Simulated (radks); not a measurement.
Coulomb parameter of the 4f shell of the neodymium ion Nd+ in the model configuration [Xe] 4f4 6s1, as a second difference U = [E(n + 0.25) + E(n - 0.25) - 2 E(n)] / (0.25)^2 with all orbitals relaxed. "Bare": the charge of the atom changes with n. "Screened": the 6s shell takes up the change at fixed total charge, which measures U(4f,4f) + U(6s,6s) - 2 U(4f,6s). Calculated with a radial shooting solver on a logarithmic mesh with Libxc functionals: scalar-relativistic Kohn-Sham, r2SCAN, spin-unpolarised, spherical densities, finite nucleus; meta-GGA in the generalised Kohn-Sham scheme; Fermi nuclear charge, rms radius 4.9123 fm.

case                 configuration  E - E(n) (eV)
start                 [Xe] 4f4 6s1          0.000
bare +0.25         [Xe] 4f4.25 6s1         -1.436
bare -0.25         [Xe] 4f3.75 6s1          2.247
screened +0.25  [Xe] 4f4.25 6s0.75          0.331
screened -0.25  [Xe] 4f3.75 6s1.25         -0.025

U(bare) = 12.987 eV, U(screened by 6s) = 4.896 eV, against the Slater integral F0(4f,4f) = 23.516 eV with frozen orbitals.
